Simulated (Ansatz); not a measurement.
Cu(NH3)Me (CH₆CuN): single points at one geometry.

```yaml
crystal:
  periodic: [false, false, false]
  atoms:
    - {symbol: Cu, position_ang: [0.000071, 0.000172, -0.023183]}
    - {symbol: N, position_ang: [-0.003530, -0.014039, 1.953516]}
    - {symbol: H, position_ang: [-0.421686, 0.832435, 2.326304]}
    - {symbol: H, position_ang: [0.939908, -0.079721, 2.322237]}
    - {symbol: H, position_ang: [-0.530843, -0.802779, 2.314314]}
    - {symbol: C, position_ang: [0.003490, 0.013839, -1.925141]}
    - {symbol: H, position_ang: [-1.016531, 0.024314, -2.324444]}
    - {symbol: H, position_ang: [0.507978, -0.871066, -2.328168]}
    - {symbol: H, position_ang: [0.521152, 0.896844, -2.315427]}
basis:
  gaussian: {orbitals: def2-TZVP, initial_orbitals: start.molden}
hamiltonian: {xc: {name: PBE-QIDH}}
correlation: {frozen_orbitals: {C: 1, Cu: 9, H: 0, "N": 1}}
scf: {omitted_lower_state_checks: [starts]}
```

The file start.molden holds the orbitals of an earlier run on this structure, at another level or in another basis.

```sh
$ ansatz run in.yaml --threads 4 --pin off --events-out ev --progress --plain --max-ram 3916MiB
```

It prints (some lines left out):

```
Functional definition: PBE-QIDH
1166 factors; integrals over basis functions are off by at most 1.2e-3 eV
mean field evaluation 1: about -47239.9996 eV, gradient 1.6e1 eV
mean field evaluation 2: about -47240.3369 eV, gradient 6.7e-1 eV
mean field evaluation 4: about -47240.5189 eV, gradient 1.9e-2 eV
mean field evaluation 8: about -47240.5190 eV, gradient 2.5e-6 eV
mean field -47240.51895809 eV, -1736.0570509359 hartree, gradient 3.2e-6 eV, S^2 0.000000; 0 other end points of the search recorded, 0 dependent functions left out
11 core orbitals not correlated: weight in the atoms' cores, before any rotation towards them, 1.000 or more for the frozen orbitals, at most 0.000 for the correlated occupied ones
reference -47240.51897425 eV, -1736.0570515298 hartree; 13, 13 occupied and 119, 119 virtual orbitals, 1166 factors
second order -26.97830201 eV of doubles, -0.00000000 eV of singles
Total energy: -47249.51174158 eV, -1736.3875296338 hartree
Checks for a lower state left out: starts
```

Hardware: 4 threads of Arm Neoverse V2 on a shared host. Wall time 2.2 s.

As the first input, with `hamiltonian: {xc: {name: BHLYP}, dispersion: d4}`, `output: {orbitals: {seedname: orbitals}}` and without the key `correlation` (abridged; 1.5 s):

```
Functional definition: BHLYP
mean field -47263.96868370 eV, -1736.9188124574 hartree, gradient 2.1e-5 eV, S^2 0.000000
Total energy: -47264.11068919 eV, -1736.9240310627 hartree
Checks for a lower state left out: starts
```

As the first input, with `hamiltonian: {xc: {name: LC-wPBE}}`, `output: {orbitals: {seedname: orbitals}}` and without the key `correlation` (abridged; 1.3 s):

```
Functional definition: LC-wPBE
mean field -47260.46099285 eV, -1736.7899071961 hartree, gradient 2.5e-5 eV, S^2 0.000000
Total energy: -47260.46099286 eV, -1736.7899071964 hartree
Checks for a lower state left out: starts
```

The first input with `gaussian: {orbitals: def2-TZVPD, initial_orbitals: start.molden}`, `hamiltonian: {xc: pbe0, dispersion: d4}`, `output: {orbitals: {seedname: orbitals}}` and without the key `correlation` (abridged; 1.8 s):

```
Functional definition: PBE0
mean field -47257.72303207 eV, -1736.6892889932 hartree, gradient 2.0e-5 eV, S^2 0.000000
Total energy: -47257.81957639 eV, -1736.6928369316 hartree
Checks for a lower state left out: starts
```

As the first input, with `hamiltonian: {xc: lda}`, `output: {orbitals: {seedname: orbitals}}` and without the key `correlation` (abridged; 0.65 s):

```
Functional definition: SPW92
mean field -47169.33949849 eV, -1733.4412540429 hartree, gradient 1.2e-5 eV, S^2 0.000000
Total energy: -47169.33954934 eV, -1733.4412559115 hartree
Checks for a lower state left out: starts
```

First input, but with `hamiltonian: {xc: pbe0, dispersion: d4}`, `output: {forces: true, orbitals: {seedname: orbitals}}` and without the key `correlation` (abridged; 2 s):

```
Functional definition: PBE0
mean field -47257.69108713 eV, -1736.6881150384 hartree, gradient 6.9e-6 eV, S^2 0.000000
Total energy: -47257.78763101 eV, -1736.6916629607 hartree
Atom 0 force     0.000007     0.000030    -0.003328 eV/Å
Atom 1 force     0.000008    -0.000050     0.002295 eV/Å
Atom 2 force     0.002554    -0.005178    -0.000761 eV/Å
Atom 3 force    -0.005788     0.000383    -0.000748 eV/Å
Atom 4 force     0.003232     0.004829    -0.000660 eV/Å
Atom 5 force    -0.000018    -0.000127     0.015221 eV/Å
Atom 6 force    -0.004166     0.000072    -0.004052 eV/Å
Atom 7 force     0.002068    -0.003608    -0.003993 eV/Å
Atom 8 force     0.002102     0.003649    -0.003974 eV/Å
Dipole moment:    -0.002441    -0.009645     1.341343 e Å
Checks for a lower state left out: starts
```

The first input with `correlation: {method: mp2, frozen_orbitals: {C: 1, Cu: 9, H: 0, "N": 1}}`, `output: {orbitals: {seedname: orbitals}}` and without the key `hamiltonian` (abridged; 1 s):

```
Functional definition: HF
mean field -47205.52320468 eV, -1734.7709807191 hartree, gradient 5.7e-6 eV, S^2 0.000000
11 core orbitals not correlated: weight in the atoms' cores, before any rotation towards them, 1.000 or more for the frozen orbitals, at most 0.000 for the correlated occupied ones
second order -23.81337180 eV of doubles, -0.00000000 eV of singles
Total energy: -47229.33657648 eV, -1735.6461059914 hartree
Checks for a lower state left out: starts
```

Geometry: PBE0-D4/def2-TZVP.

LC-ωPBE has ω = 0.4 bohr⁻¹. Correlated methods freeze 11 core orbitals. At PBE-QIDH/def2-TZVP, MP2/def2-TZVP the test of the restricted singlet for broken spin symmetry was undecided.
